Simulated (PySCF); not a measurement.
Si(H)(NH2)3 (H₇N₃Si), SMILES N[SiH](N)N. Atoms are numbered in the order given.

```xyz
11

Si     0.3364    -0.0785     0.0000
N     -0.2310    -0.6796    -1.5204
N     -0.2310    -0.6796     1.5204
N     -0.1564     1.5731     0.0000
H      1.7892    -0.4457     0.0000
H      0.1656    -1.5283    -1.9061
H     -1.2049    -0.5770    -1.7833
H      0.1656    -1.5283     1.9061
H     -1.2049    -0.5770     1.7833
H     -0.0453     2.1287    -0.8394
H     -0.0453     2.1287     0.8394
```

Geometry optimised at PBE0-D3(BJ)/def2-SVP. One conformer was computed; it need not be the lowest.

All values below come from PySCF with PBE/pcSseg-1.

GIAO shieldings, no solvent; atoms listed in one row are averaged. δ = σ(ref) − σ: ²⁹Si against TMS (σ = 335.4 ppm); ¹⁵N against NH3 (σ = 267.0 ppm); ¹H against TMS (σ = 31.49 ppm), references at their B3LYP-D3(BJ)/def2-TZVP geometries, non-relativistic.

```
nucleus     atoms  count  δ (ppm)
-------  --------  -----  -------
²⁹Si          Si1      1    -41.7
¹⁵N        N3, N2      2     41.5
¹⁵N            N4      1     27.4
¹H             H5      1     5.16
¹H         H9, H7      2     0.70
¹H         H8, H6      2     0.66
¹H       H10, H11      2     0.38
```
